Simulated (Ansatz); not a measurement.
PBE exchange is replaced step by step with exact exchange (0 % is PBE, 25 % PBE0; no dispersion term), basis def2-TZVP, Ansatz. System: Li5N2 (the lowest doublet isomer of a short search). Charge 0, multiplicity 2. Geometry: B3LYP-D4/def2-TZVP.

Geometry of the doublet:

```xyz
7

Li    1.103   -0.749   -1.046
Li   -1.831   -0.900   -1.289
Li   -0.561   -0.823    1.373
Li   -0.543    1.572   -0.327
Li    1.832    0.901    1.287
N    -0.553   -0.272   -0.388
N     0.552    0.271    0.390
```

The structure comes from a short search, and lower isomers may exist.

HOMO and LUMO are taken over both spins.

| exact exchange (%) | HOMO (eV) | LUMO (eV) | gap (eV) | ⟨S²⟩ |
| --- | --- | --- | --- | --- |
| 5 | -2.21 | -1.79 | 0.42 | 0.755 |
| 10 | -2.25 | -1.71 | 0.54 | 0.755 |
| 15 | -2.29 | -1.64 | 0.66 | 0.755 |
| 25 | -2.38 | -1.49 | 0.90 | 0.755 |
| 35 | -2.47 | -1.34 | 1.13 | 0.755 |
| 50 | -2.60 | -1.11 | 1.49 | 0.754 |

Estimate the row for 0 %.


```json
{"exact exchange (%)": "0", "HOMO (eV)": "-2.16", "LUMO (eV)": "-1.87", "gap (eV)": "0.29", "⟨S²⟩": "0.755"}
```
